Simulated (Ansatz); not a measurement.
`[NH]1[SiH2][O][GeH2]1`, relaxed with RKS PBE0-D4/def2-TZVP in Ansatz from a PBE-D4/def2-SVP geometry. The force threshold is 0.005 eV/Å; the program also tests the step.

Charge 0, multiplicity 1.

Start:

```xyz
9

N    -0.066    0.931    0.454
Si   -1.039   -0.529    0.539
O    -0.034   -1.299   -0.604
Ge    1.089    0.145   -0.776
H    -0.037    1.821    0.950
H    -1.056   -1.230    1.875
H    -2.464   -0.398    0.067
H     2.532   -0.169   -0.288
H     1.077    0.729   -2.217
```

(1) How much energy does the relaxation release, and in how many steps? (An estimate is asked.)

(2) Which bonds change most? (Best estimate.)

(3) Give the relaxed structure. (An estimate is asked.)

Answers

(1) Ansatz gave: 6.68 kJ/mol, in 9 steps.

(2) Ansatz gave: Si2–O3 from 1.705 to 1.664 Å; N1–Si2 from 1.757 to 1.727 Å; O3–Ge4 from 1.837 to 1.809 Å.

(3) Computed: 
```xyz
9

N    -0.053    0.909    0.470
Si   -1.016   -0.524    0.532
O    -0.036   -1.277   -0.582
Ge    1.075    0.138   -0.763
H    -0.062    1.807    0.916
H    -1.043   -1.224    1.844
H    -2.419   -0.376    0.059
H     2.505   -0.177   -0.291
H     1.050    0.724   -2.185
```
